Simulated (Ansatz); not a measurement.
`CC[Si]S` + H–F → `CC[Si]F` + H₂S at 600 K and 1 bar (ligand exchange at the Si–S bond).

Gas-phase electronic energies from Ansatz, PBE0-D4/def2-TZVP geometries. CCSD(T)/CBS adds triple-zeta CCSD(T) − MP2 to the extrapolated MP2 energy (def2 sets, frozen cores). This one scheme is used for every species. Each species was taken in one conformer, which may not be the lowest.

| species | CCSD(T)/CBS energy (Eh) | H − E (kJ/mol) | S (J/(mol·K)) |
| --- | --- | --- | --- |
| `CC[Si]S` | -766.55965 | 251.4 | 417.7 |
| H–F | -100.39570 | 42.3 | 194.0 |
| `CC[Si]F` | -468.00242 | 224.7 | 395.6 |
| H₂S | -398.97279 | 60.8 | 230.9 |

H − E and S are ideal-gas, rigid-rotor, harmonic terms from PBE0-D4/def2-TZVP, for one conformer and one mirror image of each species. 1 Eh = 2625.50 kJ/mol, R = 8.31446 J/(mol·K).

By hand: ΔE, ΔH, ΔS and ΔG.

ΔE = (-468.00242) + (-398.97279) − (-766.55965) − (-100.39570) = -0.01986 Eh = -52.1 kJ/mol. Δ(H − E) = 224.7 + 60.8 − 251.4 − 42.3 = -8.2, so ΔH = -60.3 kJ/mol. ΔS = 395.6 + 230.9 − 417.7 − 194.0 = 14.8 J/(mol·K). ΔG = -60.3 − 600 × (14.8)/1000 = -69.2 kJ/mol.

By hand: the equilibrium constant, and the temperature at which ΔG would vanish if ΔH and ΔS stayed fixed.

log₁₀ K = −ΔG/(RT ln 10) = 6.0. ΔH and −TΔS have one sign here, so there is no such temperature.

The number of gas molecules stays the same, so ΔS is small and ΔH decides. A doubt of 5 kJ/mol in ΔE shifts log₁₀ K by 0.4 here. Other conformers and mirror images would add mixing entropy, several J/(mol·K) or more a flexible species. Modes under 60 cm⁻¹, often nearly free rotors, make the harmonic entropy too high. These are equilibria of isolated gas molecules and say nothing of rates. Largest T1 diagnostic: 0.013 (customary marks: 0.02 for closed shells, 0.045 for open ones).
